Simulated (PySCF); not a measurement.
What does the PBE0-D3(BJ)/def2-SVP structure of `[AsH2][GeH2][CH]1CCCC1` look like in three dimensions?

```
atom  x, y, z in Å
As1    2.7415   -0.3253    0.9833
Ge2    1.4226   -0.9910   -0.9486
C3    -0.4731   -0.4891   -0.8113
C4    -1.2099   -1.1471    0.3689
C5    -2.3051   -0.1450    0.7255
C6    -1.5861    1.1944    0.5942
C7    -0.7123    1.0368   -0.6593
H8     1.6940   -0.8383    1.9683
H9     2.1425    1.0799    0.9912
H10    2.0646   -0.3216   -2.1838
H11    1.5715   -2.5220   -1.0937
H12   -0.9285   -0.8362   -1.7538
H13   -0.5377   -1.2635    1.2376
H14   -1.5884   -2.1508    0.1229
H15   -3.1269   -0.2082   -0.0090
H16   -2.7420   -0.3119    1.7222
H17   -0.9454    1.3493    1.4787
H18   -2.2677    2.0563    0.5349
H19    0.2191    1.6199   -0.5723
H20   -1.2326    1.4240   -1.5493
```

Any rigid rotation of these coordinates is as good. Atoms count from 1 in this order. As1 (arsenic bonded to Ge and 2 H) is pyramidal (angles 92.8°, 92.5° and 92.1°, sum 277.4°, 0.95 Å off the plane of its three neighbours). Of the pairs four or more bonds apart, H8···H13 is among the closest relative to their van der Waals radii: 2.39 Å, 99 % of the sum of Bondi's values. Ge2 (germanium bonded to As, C and 2 H) is distorted tetrahedral (angles from 106.9° to 113.4°). The 5-membered ring C3–C4–C5–C6–C7 has internal angles of 102.6° to 105.8°; it is puckered, 0.18 Å rms from its mean plane, widest ring torsion 41°.

Bonds between heavy atoms (Å): As1–Ge2 2.432, Ge2–C3 1.966, C3–C4 1.539, C4–C5 1.527, C5–C6 1.526, C6–C7 1.536, C3–C7 1.552.

Theory: PBE0-D3(BJ)/def2-SVP geometry optimisation, gas phase (PySCF 2.14.0).

Point group: C1 (no symmetry element, even within 0.4 Å). No frequency check. One conformer, not necessarily the lowest (H–As1–Ge2–C3 46° and -47°, As1–Ge2–C3–C4 -62°, Ge2–C3–C4–C5 151°, C3–C4–C5–C6 -41°, C4–C5–C6–C7 40°, C5–C6–C7–C3 -25°).
